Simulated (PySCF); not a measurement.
B3LYP has the VWN-RPA correlation part, as in Gaussian. Excitations are Tamm–Dancoff values on a coarser integration grid. The basis has no diffuse functions, so Rydberg states are missing or too high.

Cartesian coordinates (Å):
```xyz
7

Al     0.1350     0.0483     0.1399
F      1.3847    -0.0528     1.2269
F     -1.4160    -0.1600     0.7222
F      0.3377     1.0453    -1.1843
O      0.1511    -1.6076    -0.8995
H     -0.6914    -2.0809    -0.7939
H      0.2601    -1.4049    -1.8440
```
Charge 0, spin multiplicity 1.

Task: What is the computed total energy, dipole moment, S1–T1 gap (TDA), brightest of the four lowest singlets (TDA) and T1 excitation (TDA) (B3LYP-D3(BJ)/def2-TZVP // B3LYP-D3(BJ)/def2-SVP (PySCF))?

Result: 
```json
{
 "total_energy": "-618.8749 Ha",
 "dipole_moment": "5.22 D",
 "S1–T1 gap (TDA)": "0.08 eV",
 "brightest of the four lowest singlets (TDA)": "8.74 eV",
 "T1 excitation (TDA)": "7.99 eV"
}
```
